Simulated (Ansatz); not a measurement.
Program: Ansatz. Geometries: PBE0-D4/def2-TZVP. ΔE: electronic, gas phase. CBS: MP2 limit from def2 TZ/QZ plus the TZ coupled-cluster correction, frozen cores. Functionals use def2-TZVPP. def2 core potentials past Kr. For Se, Sn outer-core shells are correlated without core-valence functions, which leaves a few kJ/mol of doubt a bond. Scalar relativity is left out up to krypton. Each species was taken in one conformer, which may not be the lowest.

Reaction (cleavage of the Si–Sn bond): `ClC[SiH2][SnH3]` + H₂Se → `ClC[SiH2][SeH]` + `[SnH4]`

`ClC[SiH2][SnH3]`:

Z-matrix (Å, degrees):
```
C
Si 1 1.891
Cl 1 1.786 2 109.4
H 1 1.090 2 111.8 3 -118.9
H 1 1.090 2 112.0 3 119.0
Sn 2 2.562 1 109.5 3 54.4
H 2 1.491 1 108.1 3 175.6
H 2 1.486 1 108.6 3 -66.8
H 6 1.708 2 109.6 1 40.8
H 6 1.704 2 111.8 1 -79.9
H 6 1.709 2 110.4 1 159.7
```

H₂Se:

Cartesian coordinates in Å:
```
Se 0.559 0.233 -0.319
H -0.275 -0.966 -0.454
H -0.284 0.733 0.773
```

`ClC[SiH2][SeH]`:

Cartesian coordinates in Å:
```
Cl -0.071 2.598 -0.116
C -0.655 0.947 0.242
Si 0.555 -0.280 -0.509
Se -0.124 -2.425 -0.134
H -0.726 0.846 1.325
H -1.653 0.842 -0.183
H 0.565 -0.126 -1.983
H 1.901 -0.041 0.062
H 0.208 -2.361 1.296
```

`[SnH4]`:

Cartesian coordinates in Å:
```
Sn 0.000 0.000 0.000
H 1.072 1.308 -0.209
H 0.692 -1.412 -0.657
H -1.468 0.337 -0.796
H -0.295 -0.233 1.662
```

```tsv
level	ΔE (kcal/mol)
r2SCAN-D4	-9.4
ωB97X-V	-9.1
PBE	-8.2
CCSD/def2-TZVPP	-9.1
```

(1) What does CCSD(T)/CBS give? (An estimate is asked.)

Largest T1 diagnostic among the species: 0.013.

Results:

(1) Computed: -8.3 kcal/mol. The listed levels differ from it by -1.1, -0.8, 0.1, -0.8 kcal/mol.

In def2-TZVPP, CCSD(T) changes the Hartree–Fock value by +2.6 kcal/mol (the triples alone add +0.1 kcal/mol) and MP2 by +1.7 kcal/mol.
